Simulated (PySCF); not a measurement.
Ionisation energy of Ca⁷⁺ by level of theory

Ca⁷⁺ [Ne] 3s2 3p1 (2P) → Ca⁸⁺ [Ne] 3s2 (1S), as a difference of total energies. All numbers are calculated (PySCF 2.14, scalar relativity by spin-free X2C-1e, in an uncontracted even-tempered set (20 s from 0.19 bohr⁻², ratio 2.5; 13 p from 0.24 bohr⁻², ratio 2.5; 5 d from 1.9 bohr⁻², ratio 2.7; 5 f from 2.9 bohr⁻², ratio 2.7)). Correlated levels: outer shells: 1s2 frozen; virtual orbitals above 40 to 60 times the deepest correlated orbital energy dropped. The calculations carry no spin-orbit coupling.

```
                method  ionisation energy (eV)
                   UHF                  146.58
                   LDA                  147.57
                   PBE                  147.62
                  PBE0                  147.59
                r2SCAN                  147.71
                  PW91                  147.79
               r2SCAN0                  147.67
    MP2 (outer shells)                  147.09
SCS-MP2 (outer shells)                  147.04
```

A first-order spin-orbit estimate (lowest level to lowest level, LS coupling) adds 0.335 eV.

Problem. Which method comes closest to the reference value, and which is furthest?

Solution. The reference is 147.24 ± 0.12 eV (measured; NIST Atomic Spectra Database, ionization energies). Closest: SCS-MP2 (outer shells) (error 0.130 eV); furthest: PW91 (error 0.880 eV), both after the spin-orbit estimate.
